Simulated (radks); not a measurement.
The bromine anion Br- inside a hard spherical wall (all orbitals vanish at R), configuration held at [Kr] and not refilled when levels cross. Calculated with a radial shooting solver on a logarithmic mesh with Libxc functionals: non-relativistic Kohn-Sham, LDA (Slater exchange, Perdew-Wang correlation), spin-polarised, spherical densities, point nucleus. Eigenvalues in eV for spin up, with the zero of energy where the potential of the charges vanishes at infinity; a dash marks a level that is unbound or too diffuse for the functional's potential to be trusted. A positive occupied level is held by the wall or, in an anion where self-interaction has pushed it up, behind a barrier. The pressure on the wall is -dE/dV.

R (bohr)  E (hartree)  kinetic (hartree)    e(3p)    e(3d)    e(4s)   e(4p)  e(5s, empty)  e(5p, empty)  pressure (GPa)
20        -2570.74882           2568.483  -162.43  -59.669  -11.100  -0.056         2.441         2.666        < 0.0001
10        -2570.74802           2568.489  -162.34  -59.574  -11.014   0.023         4.519         5.961          0.0163
8         -2570.74382           2568.516  -162.05  -59.284  -10.765   0.256         6.099         8.468           0.177
6         -2570.70937           2568.702  -160.73  -57.967   -9.704   1.298        10.577        14.886            2.85
5         -2570.62212           2569.124  -158.62  -55.874   -8.112   2.966        16.563        22.657            14.6
4         -2570.28125           2570.596  -153.40  -50.691   -4.240   7.294        30.948        39.840            95.2
3         -2568.65406           2576.533  -139.65  -37.120    7.140  20.574        72.855        86.180             884
